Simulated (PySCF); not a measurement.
C3F6, charge +1, doublet, at a GFN2-xTB geometry (a state made from the parent by changing its charge; the spin is typed, not shown lowest); PySCF with HF/STO-3G.

PySCF was given this input:
```python
from pyscf import gto, scf

mol = gto.Mole()
mol.atom = '''
    F     2.50269370   -0.22620191    0.71799766
    C     1.43453341    0.14097038    0.13111293
    F     1.58493483    1.07759924   -0.71750136
    C     0.16775345   -0.39197374    0.44497240
    F     0.07417495   -1.37978676    1.26096270
    C    -1.15286292    0.09537805   -0.25962379
    F    -2.19609975   -0.45334551    0.29250477
    F    -1.23794322    1.40436747   -0.24017567
    F    -1.02737644   -0.31888230   -1.52476249
'''
mol.basis = 'sto-3g'
mol.charge = 1
mol.spin = 1
mol.verbose = 4
mol.symmetry = True
mol.build()

mf = scf.UHF(mol)
mf.kernel()
mf.analyze()
```

The log (banner, timings and long lists left out):

```
PySCF version 2.14.0

[INPUT] verbose = 4
[INPUT] num. atoms = 9
[INPUT] num. electrons = 71
[INPUT] charge = 1
[INPUT] spin (= nelec alpha-beta = 2S) = 1
[INPUT] symmetry True subgroup None
[INPUT] Mole.unit = angstrom
[INPUT] Symbol           X                Y                Z      unit          X                Y                Z       unit  Magmom
[...]
nuclear repulsion = 512.134518316733
point group symmetry = C1
symmetry origin: [0. 0. 0.]
symmetry axis x: [1. 0. 0.]
symmetry axis y: [0. 1. 0.]
symmetry axis z: [0. 0. 1.]
num. orbitals of irrep A = 45
number of shells = 27
number of NR pGTOs = 135
number of NR cGTOs = 45
basis = sto-3g
ecp = {}

******** <class 'pyscf.scf.uhf.UHF'> ********
method = UHF
initial guess = minao
damping factor = 0
level_shift factor = 0
DIIS = <class 'pyscf.scf.diis.CDIIS'>
diis_start_cycle = 1
diis_space = 8
diis_damp = 0
SCF conv_tol = 1e-09
SCF conv_tol_grad = None
SCF max_cycles = 50
direct_scf = True
direct_scf_tol = 1e-13
number electrons alpha = 36  beta = 35
Set gradient conv threshold to 3.16228e-05
init E= -702.356785377354

cycle= 1 E= -699.682113077514  delta_E= 2.67  |g|= 0.795  |ddm|=    3
cycle= 2 E= -700.056452669114  delta_E= -0.374  |g|= 0.36  |ddm|= 1.46
cycle= 3 E= -700.131229462242  delta_E= -0.0748  |g|= 0.0554  |ddm|= 0.463
cycle= 4 E= -700.134708878696  delta_E= -0.00348  |g|= 0.0164  |ddm|= 0.116
cycle= 5 E= -700.135084941254  delta_E= -0.000376  |g|= 0.00428  |ddm|= 0.043
cycle= 6 E= -700.135116553621  delta_E= -3.16e-05  |g|= 0.00176  |ddm|= 0.0119
cycle= 7 E= -700.135123510504  delta_E= -6.96e-06  |g|= 0.001  |ddm|= 0.00526
cycle= 8 E= -700.135126885852  delta_E= -3.38e-06  |g|= 0.000407  |ddm|= 0.00489
cycle= 9 E= -700.135127504194  delta_E= -6.18e-07  |g|= 0.000168  |ddm|= 0.00231
cycle= 10 E= -700.135127607258  delta_E= -1.03e-07  |g|= 7.81e-05  |ddm|= 0.00089
cycle= 11 E= -700.135127629446  delta_E= -2.22e-08  |g|= 3.39e-05  |ddm|= 0.000441
cycle= 12 E= -700.135127633454  delta_E= -4.01e-09  |g|= 1.29e-05  |ddm|= 0.000212
cycle= 13 E= -700.135127633849  delta_E= -3.95e-10  |g|= 5.38e-06  |ddm|= 5.27e-05
Extra cycle  E= -700.135127633901  delta_E= -5.23e-11  |g|= 3.82e-06  |ddm|= 1.15e-05
converged SCF energy = -700.135127633901  <S^2> = 0.75459418  2S+1 = 2.0045889
**** SCF Summaries ****
Total Energy =                        -700.135127633901220
Nuclear Repulsion Energy =             512.134518316733420
One-electron Energy =                -1980.836111531602000
Two-electron Energy =                  768.566465580967360
Two-electron Coulomb Energy =          844.817073805132850
DFT Exchange-Correlation Energy =      -76.250608224165489
**** MO energy ****
                             alpha | beta                alpha | beta
[...]
To work with the spin densities directly, `use mulliken_meta_spin()` only printing them here.

 ** Mulliken spin pop alpha/beta on meta-lowdin orthogonal AOs **
 ** Mulliken Spin Density (per AO)  **
spin_pop of  0 F 1s       -0.00000
spin_pop of  0 F 2s        0.00219
spin_pop of  0 F 2px      -0.00272
spin_pop of  0 F 2py       0.03977
spin_pop of  0 F 2pz       0.03879
spin_pop of  1 C 1s       -0.00000
spin_pop of  1 C 2s        0.00509
spin_pop of  1 C 2px      -0.00510
spin_pop of  1 C 2py       0.09413
spin_pop of  1 C 2pz       0.10043
spin_pop of  2 F 1s       -0.00000
spin_pop of  2 F 2s        0.00214
spin_pop of  2 F 2px       0.00006
spin_pop of  2 F 2py       0.03700
spin_pop of  2 F 2pz       0.03509
spin_pop of  3 C 1s       -0.00001
spin_pop of  3 C 2s        0.03936
spin_pop of  3 C 2px       0.01768
spin_pop of  3 C 2py       0.20848
spin_pop of  3 C 2pz       0.27577
spin_pop of  4 F 1s       -0.00000
spin_pop of  4 F 2s        0.00448
spin_pop of  4 F 2px       0.00148
spin_pop of  4 F 2py       0.04659
spin_pop of  4 F 2pz       0.08371
spin_pop of  5 C 1s        0.00000
spin_pop of  5 C 2s       -0.00885
spin_pop of  5 C 2px      -0.01732
spin_pop of  5 C 2py      -0.00475
spin_pop of  5 C 2pz      -0.01135
spin_pop of  6 F 1s       -0.00000
spin_pop of  6 F 2s       -0.00014
spin_pop of  6 F 2px      -0.00297
spin_pop of  6 F 2py       0.00069
spin_pop of  6 F 2pz      -0.00004
spin_pop of  7 F 1s       -0.00000
spin_pop of  7 F 2s       -0.00021
spin_pop of  7 F 2px      -0.00134
spin_pop of  7 F 2py       0.00428
spin_pop of  7 F 2pz      -0.00035
spin_pop of  8 F 1s       -0.00000
spin_pop of  8 F 2s       -0.00028
spin_pop of  8 F 2px       0.00152
spin_pop of  8 F 2py      -0.00014
spin_pop of  8 F 2pz       0.01684
 ** Mulliken Spin Density (per atom)  **
spin density of  0 F =      0.07803
spin density of  1 C =      0.19455
spin density of  2 F =      0.07429
spin density of  3 C =      0.54127
spin density of  4 F =      0.13626
spin density of  5 C =     -0.04227
spin density of  6 F =     -0.00246
spin density of  7 F =      0.00238
spin density of  8 F =      0.01794
 ** Mulliken pop alpha/beta on meta-lowdin orthogonal AOs **
 ** Mulliken pop       alpha | beta **
In total            36.00000 | 35.00000
 ** Mulliken atomic charges   ( Nelec_alpha | Nelec_beta ) **
charge of  0F =      0.07843  (     4.49980      4.42177 )
charge of  1C =      0.42190  (     2.88632      2.69178 )
charge of  2F =      0.07634  (     4.49897      4.42469 )
charge of  3C =      0.15533  (     3.19297      2.65170 )
charge of  4F =      0.07909  (     4.52858      4.39232 )
charge of  5C =      0.39239  (     2.78267      2.82494 )
charge of  6F =     -0.05373  (     4.52564      4.52810 )
charge of  7F =     -0.06904  (     4.53571      4.53333 )
charge of  8F =     -0.08072  (     4.54933      4.53139 )

WARN: System has nonzero charge 1; the dipole moment is origin-dependent.
Location of origin: [0. 0. 0.]

Dipole moment(X, Y, Z, Debye):  3.95204, -0.32597,  1.26291
```
